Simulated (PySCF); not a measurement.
**Property card for `C=NC1CCCC1`**

Compound: C6H11N.
Numbering: `[CH2:1]=[N:2][CH:3]1[CH2:4][CH2:5][CH2:6][CH2:7]1` (hydrogens: H8, H9 on C1; H10 on C3; H11, H12 on C4; H13, H14 on C5; H15, H16 on C6; H17, H18 on C7)

Cartesian coordinates in Å at the PBE0-D3(BJ)/def2-SVP level; atoms count from 1:
```xyz
18
C6H11N angstrom
C      2.789    0.835   -0.226
N      1.747    0.243   -0.619
C      0.568    0.291    0.213
C     -0.593    0.973   -0.542
C     -1.831    0.145   -0.213
C     -1.284   -1.279   -0.196
C      0.055   -1.137    0.531
H      2.849    1.390    0.733
H      3.696    0.813   -0.847
H      0.776    0.835    1.157
H     -0.373    0.905   -1.620
H     -0.685    2.040   -0.291
H     -2.652    0.294   -0.931
H     -2.219    0.412    0.785
H     -1.116   -1.619   -1.231
H     -1.958   -2.007    0.281
H     -0.085   -1.239    1.619
H      0.795   -1.891    0.226
```

Some functional groups and rings: imine.

PBE0-D3(BJ)/def2-SVP geometry optimisation, gas phase (PySCF):

| Item | Value |
| --- | --- |
| Point group | C1 |
| Rotational constants A, B, C | 5.947, 1.833, 1.562 GHz |

From CAM-B3LYP/def2-SVPD ground state and vertical TDDFT (core frozen in the response) (PySCF):

| Quantity | Value |
| --- | --- |
| Dipole moment | 1.37 D |
| HOMO energy | -8.70 eV |
| LUMO energy | 0.91 eV |
| HOMO–LUMO gap | 9.61 eV |
| Lowest singlet excitation | 4.98 eV (249 nm, f = 0.001) |
| Strongest line among the 6 lowest singlet transitions | S3 at 7.71 eV (161 nm, f = 0.292) |
| Static isotropic polarisability | 78.5 au |
| Electronic spatial extent ⟨r²⟩ about the centre of nuclear charge | 839 bohr² |

Monoisotopic mass (most abundant isotopes): 97.0891 u.

The polarisability is 11.63 Å³ as a volume (1 au = 0.148185 Å³), or 1.45 au for each of the 54 electrons. The largest Löwdin shares of the HOMO are 0.58 on N2, 0.13 on C1, 0.12 on C3 and 0.06 on H10. With B = h/(8π²I), that is 505.379 GHz u Å² over I, the principal moments of inertia are 85.0, 275.7 and 323.6 u Å² (most abundant isotopes). In wavenumbers S1 is 40200 cm⁻¹ (1 eV = 8065.54 cm⁻¹). The rotational constants make it an asymmetric top with κ = (2B − A − C)/(A − C) = -0.88, nearer the prolate limit (−1). The principal polarisabilities are 68.1, 70.4 and 97.0 au; their mean is the isotropic value.

For the TDDFT job (CAM-B3LYP/def2-SVPD), cost: about 1.9 min of CPU time on one thread; the machine was shared, so the figure is rough.

One conformer stands for the species.
